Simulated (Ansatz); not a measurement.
Two isomers of CH6AsNO: A = `CN[AsH]O`, B = `N[AsH]CO`.

Isolated molecules relaxed with PBE0-D4/def2-TZVP in Ansatz; ΔE leaves out vibrations. CCSD(T)/CBS is the MP2 limit (def2-TZVPP, def2-QZVPP) plus CCSD(T) − MP2 in def2-TZVPP, frozen cores. Functionals use def2-TZVPP. B3LYP here is the variant with VWN-RPA as its local correlation; programs differ in this. For As outer-core shells are correlated without core-valence functions, which leaves a few kJ/mol of doubt a bond. Scalar relativity is left out up to krypton. One conformer a species, not always the lowest.

A:

```xyz
10

C     0.531   -0.412    1.118
N    -0.756   -0.452    0.452
As   -1.151    0.682   -0.916
O     0.342    0.656   -1.945
H     1.368   -0.720    0.481
H     0.512   -1.053    2.004
H     0.727    0.610    1.452
H    -1.077   -1.392    0.269
H    -0.644    1.904   -0.159
H     0.149    0.179   -2.756
```

B:

Z-matrix (Å, degrees):
```
C
As 1 1.989
O 1 1.409 2 111.9
H 1 1.099 2 108.3 3 124.5
H 1 1.092 2 109.5 3 -118.0
N 2 1.848 1 102.4 3 78.6
H 2 1.527 1 93.3 3 175.5
H 3 0.961 1 108.6 2 61.8
H 6 1.012 2 114.3 1 29.7
H 6 1.011 2 110.6 1 -93.2
```

(1) Which is lower in electronic energy at CCSD(T)/CBS, and by how much? (Estimate.)

(2) Give E(B) − E(A) in kJ/mol with PBE0-D4, HF/def2-TZVPP, PBE-D4, B3LYP, CCSD(T)/def2-TZVPP, MP2/def2-TZVPP, CCSD/def2-TZVPP. (Best estimate.)

Largest T1 diagnostic: 0.012.

Results:

(1) The calculation gave: A, by 57.4 kJ/mol.

(2) The calculation gave: PBE0-D4 53.0, HF/def2-TZVPP 56.8, PBE-D4 55.0, B3LYP 58.2, CCSD(T)/def2-TZVPP 55.4, MP2/def2-TZVPP 59.6, CCSD/def2-TZVPP 54.7. None reverses the order clearly.
